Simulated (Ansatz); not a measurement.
Species: sum formula AlBr2F, net charge 0, singlet state. SMILES: [F][Al]([Br])[Br]
Geometry: optimised at B3LYP-D3(BJ)/def2-TZVP (Ansatz, an electronic-structure program).

Parts of the frozen-core correlation energy in def2-QZVPP (Ansatz, hartree). Frozen orbitals: 34; correlated occupied orbitals by spin: 12 and 12; virtual: 259 and 259. Spin-orbit coupling is left out. Non-relativistic.

```json
[
 {"term": "reference (HF)", "value": "-5486.58390"},
 {"term": "MP2 opposite-spin", "value": "-0.52983"},
 {"term": "MP2 same-spin", "value": "-0.17120"},
 {"term": "CCSD correlation", "value": "-0.72520"},
 {"term": "(T)", "value": "-0.02868"},
 {"term": "T1 diagnostic", "value": "0.010"},
 {"term": "largest doubles amplitude", "value": "0.018"}
]
```
